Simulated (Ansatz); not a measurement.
Ansatz (an electronic-structure program) input (CCSD(T)/cc-pVDZ):

Ansatz 0.2 input:
```yaml
crystal:
  periodic: [false, false, false]
  atoms:
    - {symbol: C, position_ang: [2.32964779, 0.63721886, 0.51672090]}
    - {symbol: O, position_ang: [1.23426588, -0.16971008, 0.88953495]}
    - {symbol: Ge, position_ang: [-0.30107379, -0.09073376, -0.05660446]}
    - {symbol: C, position_ang: [-0.99342399, 1.74602026, 0.02993916]}
    - {symbol: C, position_ang: [-1.45427561, -1.37262788, 0.86069644]}
    - {symbol: C, position_ang: [0.08208040, -0.61119238, -1.91208813]}
    - {symbol: H, position_ang: [3.15071598, 0.44092344, 1.20969391]}
    - {symbol: H, position_ang: [2.09470365, 1.70831038, 0.56751998]}
    - {symbol: H, position_ang: [2.68476491, 0.41505683, -0.49794762]}
    - {symbol: H, position_ang: [-1.11515992, 2.05235167, 1.06885788]}
    - {symbol: H, position_ang: [-1.96279817, 1.80553152, -0.46713450]}
    - {symbol: H, position_ang: [-0.31364646, 2.44130867, -0.46280689]}
    - {symbol: H, position_ang: [-1.00039893, -2.36299509, 0.83808973]}
    - {symbol: H, position_ang: [-2.43201733, -1.42283449, 0.38015846]}
    - {symbol: H, position_ang: [-1.58849647, -1.07404551, 1.90001143]}
    - {symbol: H, position_ang: [0.75178726, 0.10616822, -2.38664966]}
    - {symbol: H, position_ang: [-0.84266851, -0.64948754, -2.48974117]}
    - {symbol: H, position_ang: [0.54927680, -1.59564016, -1.93659847]}
basis:
  gaussian:
    orbitals: cc-pVDZ
magnetization: {spin_polarized: false}
correlation: {method: ccsd_t, electrons: outside_noble_gas}
```

End of the output:

```
integrals: 0.47 GiB planned
1495 factors; integrals over basis functions are off by at most 1.2e-3 eV
1.13 GiB of device memory are held for the factors and their scratch space
mean field: 1.21 GiB planned
mean field evaluation 1: about -62818.3540 eV, gradient 4.1e1 eV
mean field evaluation 2: about -62818.4767 eV, gradient 4.2e1 eV
mean field evaluation 4: about -62822.7514 eV, gradient 5.1e0 eV
mean field evaluation 8: about -62822.8245 eV, gradient 1.6e-4 eV
mean field evaluation 16: about -62822.6787 eV, gradient 2.1e-1 eV
mean field -62822.82454494 eV, -2308.6962191865 hartree, gradient 6.5e-6 eV, S^2 0.000000; 0 other end points of the search recorded, 0 dependent functions left out
19 core orbitals not correlated
reference -62822.82454494 eV, -2308.6962191865 hartree; 19, 19 occupied and 119, 119 virtual orbitals, 1495 factors
second order -23.59624443 eV of doubles, -0.00000000 eV of singles
coupled cluster: 1.98 GiB planned
cycle   1  -24.93296654 eV  change    -1.3e0 eV  update   1.1e-1
cycle   2  -25.56249624 eV  change   -6.3e-1 eV  update   3.1e-2
cycle   3  -25.70196262 eV  change   -1.4e-1 eV  update   1.5e-2
cycle   4  -25.70376189 eV  change   -1.8e-3 eV  update   3.2e-3
cycle   5  -25.70438804 eV  change   -6.3e-4 eV  update   1.2e-3
cycle   6  -25.70461246 eV  change   -2.2e-4 eV  update   3.6e-4
cycle   7  -25.70451143 eV  change    1.0e-4 eV  update   1.5e-4
cycle   8  -25.70450263 eV  change    8.8e-6 eV  update   5.0e-5
cycle   9  -25.70450188 eV  change    7.6e-7 eV  update   1.8e-5
perturbative correction -0.70545594 eV, -0.0259250277 hartree
Total energy: -62849.23450275 eV, -2309.6667672350 hartree
```
